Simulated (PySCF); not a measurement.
C₃H₉Al, SMILES [AlH2][CH2]CC. Geometry: B3LYP-D3(BJ)/def2-SVP. The structure was generated by enumeration; whether it is a known compound was not checked. The values are those of a single conformer.

Computed equilibrium geometry at B3LYP-D3(BJ)/def2-SVP (PySCF confirms it by a frequency run) as a Z-matrix, and its point group (one conformer of several):
point group Cs.
```
C
H 1 1.1051
H 1 1.1051 2 105.10
C 1 1.5297 2 109.15 3 116.96
H 4 1.1025 1 111.85 2 -57.18
H 4 1.1030 5 107.75 1 122.28
H 4 1.1030 5 107.75 6 115.44
C 1 1.5373 2 109.71 3 -117.89
H 8 1.1094 1 109.99 2 -65.80
H 8 1.1094 9 103.54 1 117.50
Al 8 1.9666 9 107.32 10 113.32
H 11 1.5905 8 119.61 9 -55.37
H 11 1.5911 12 119.11 8 180.00
```
Charge 0, spin multiplicity 1.
